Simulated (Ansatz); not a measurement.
Harmonic frequencies (cm⁻¹) at PBE0-D4/def2-TZVP from Ansatz: 207, 606, 759, 946, 1220, 3180.

Which molecule is it?
A. `ClC1=C(Cl)[SiH2]1`
B. `N=C(N)[TeH]`
C. `[Se]=CBr`
D. `C[SiH]1CN1`

C.
